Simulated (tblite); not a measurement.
Parent: `[NH2:1][C:2](=[O:3])[Si@H:4]1[CH2:5][CH2:6][O:7]1` with H–N1–C2–O3 4° and 172°, N1–C2–Si4–C5 -73°, C2–Si4–C5–C6 115°, Si4–C5–C6–O7 -8°, C5–C6–O7–Si4 9°, C2–Si4–O7–C6 -128°, C3H7NO2Si.

Structures optimised with GFN2-xTB, isolated species. One conformer each, not checked by frequencies here.

```csv
coordinate of the parent,value
N1–C2,1.350 Å
C2=O3,1.215 Å
C2–Si4,1.915 Å
Si4–C5,1.912 Å
C5–C6,1.529 Å
C6–O7,1.431 Å
Si4–O7,1.667 Å
N1–C2–O3,122.3°
N1–C2–Si4,116.0°
O3–C2–Si4,121.7°
C2–Si4–C5,123.1°
C2–Si4–O7,111.2°
C5–Si4–O7,78.6°
Si4–C5–C6,83.7°
C5–C6–O7,100.4°
Si4–O7–C6,96.3°
```

Q: How does the shared frame change in `[CH3:1][O:2][CH2:3][C@@H:4]1[CH2:5][Si@@H:6]([C:7]([NH2:8])=[O:9])[O:10]1` with C1–O2–C3–C4 179°, O2–C3–C4–C5 -68°, C5–Si6–C7–N8 71°, Si6–C7–N8–H 8° and 177°, C3–C4–C5–Si6 -107°, C4–C5–Si6–C7 -116°, C5–Si6–O10–C4 9°, C3–C4–O10–Si6 109°, C5H11NO3Si? Atoms pair as N1 = N8, C2 = C7, O3 = O9, Si4 = Si6, C5 = C5, C6 = C4, O7 = O10 (parent first).

A: 
```tsv
parent	relative	value in the relative	change
N1–C2	N8–C7	1.350 Å	0.000
C2=O3	C7=O9	1.215 Å	0.000
C2–Si4	C7–Si6	1.914 Å	-0.001
Si4–C5	Si6–C5	1.906 Å	-0.006
C5–C6	C5–C4	1.531 Å	+0.002
C6–O7	C4–O10	1.431 Å	0.000
Si4–O7	Si6–O10	1.668 Å	+0.001
N1–C2–O3	N8–C7–O9	122.4°	+0.1
N1–C2–Si4	N8–C7–Si6	116.1°	+0.1
O3–C2–Si4	O9–C7–Si6	121.6°	-0.1
C2–Si4–C5	C7–Si6–C5	122.8°	-0.3
C2–Si4–O7	C7–Si6–O10	111.1°	-0.1
C5–Si4–O7	C5–Si6–O10	78.7°	+0.1
Si4–C5–C6	Si6–C5–C4	83.6°	-0.1
C5–C6–O7	C5–C4–O10	100.2°	-0.2
Si4–O7–C6	Si6–O10–C4	96.0°	-0.3
```

Of the parent's bonds, Si4–C5 changes most (-0.006 Å). Bonds of the relative outside the shared frame: C1–O2 1.405, O2–C3 1.405, C3–C4 1.519 Å. Point group C1 → C1.

Q: How does the shared frame change in `[NH2:1][C:2](=[O:3])[Si@@H:4]1[CH2:5][C@H:6]([CH2:7][SiH3:8])[O:9]1` with H–N1–C2–O3 -5° and -171°, N1–C2–Si4–C5 75°, C5–C6–C7–Si8 71°, C4H11NO2Si2? Atoms pair as N1 = N1, C2 = C2, O3 = O3, Si4 = Si4, C5 = C5, C6 = C6, O7 = O9 (parent first).

A: 
```csv
parent,relative,value in the relative,change
N1–C2,N1–C2,1.351 Å,+0.001
C2=O3,C2=O3,1.215 Å,0.000
C2–Si4,C2–Si4,1.915 Å,0.000
Si4–C5,Si4–C5,1.908 Å,-0.004
C5–C6,C5–C6,1.532 Å,+0.003
C6–O7,C6–O9,1.446 Å,+0.015
Si4–O7,Si4–O9,1.660 Å,-0.007
N1–C2–O3,N1–C2–O3,122.3°,0.0
N1–C2–Si4,N1–C2–Si4,115.6°,-0.4
O3–C2–Si4,O3–C2–Si4,122.1°,+0.4
C2–Si4–C5,C2–Si4–C5,122.7°,-0.4
C2–Si4–O7,C2–Si4–O9,110.8°,-0.4
C5–Si4–O7,C5–Si4–O9,79.0°,+0.4
Si4–C5–C6,Si4–C5–C6,84.1°,+0.4
C5–C6–O7,C5–C6–O9,99.7°,-0.7
Si4–O7–C6,Si4–O9–C6,96.5°,+0.2
```

Of the parent's bonds, C6–O7 changes most (+0.015 Å). Bonds of the relative outside the shared frame: C6–C7 1.510, C7–Si8 1.902 Å. Point group C1 → C1.

Q: How does the shared frame change in `[CH3:1][C:2](=[O:3])[C@@H:4]1[CH2:5][Si@H:6]([C:7]([NH2:8])=[O:9])[O:10]1` with C1–C2–C4–C5 -100°, C5–Si6–C7–N8 -54°, Si6–C7–N8–H -2° and -178°, C5H9NO3Si? Atoms pair as N1 = N8, C2 = C7, O3 = O9, Si4 = Si6, C5 = C5, C6 = C4, O7 = O10 (parent first).

A: 
| parent | relative | value in the relative | change |
| --- | --- | --- | --- |
| N1–C2 | N8–C7 | 1.343 Å | -0.007 |
| C2=O3 | C7=O9 | 1.218 Å | +0.003 |
| C2–Si4 | C7–Si6 | 1.919 Å | +0.004 |
| Si4–C5 | Si6–C5 | 1.919 Å | +0.007 |
| C5–C6 | C5–C4 | 1.541 Å | +0.012 |
| C6–O7 | C4–O10 | 1.422 Å | -0.009 |
| Si4–O7 | Si6–O10 | 1.667 Å | 0.000 |
| N1–C2–O3 | N8–C7–O9 | 123.2° | +0.9 |
| N1–C2–Si4 | N8–C7–Si6 | 116.0° | 0.0 |
| O3–C2–Si4 | O9–C7–Si6 | 120.9° | -0.8 |
| C2–Si4–C5 | C7–Si6–C5 | 120.1° | -3.0 |
| C2–Si4–O7 | C7–Si6–O10 | 113.2° | +2.0 |
| C5–Si4–O7 | C5–Si6–O10 | 78.6° | 0.0 |
| Si4–C5–C6 | Si6–C5–C4 | 83.6° | -0.1 |
| C5–C6–O7 | C5–C4–O10 | 100.5° | +0.1 |
| Si4–O7–C6 | Si6–O10–C4 | 97.2° | +0.9 |

Of the parent's bonds, C5–C6 changes most (+0.012 Å). Bonds of the relative outside the shared frame: C1–C2 1.502, C2=O3 1.208, C2–C4 1.512 Å. Point group C1 → C1.

The numbers are calculated, not measured.
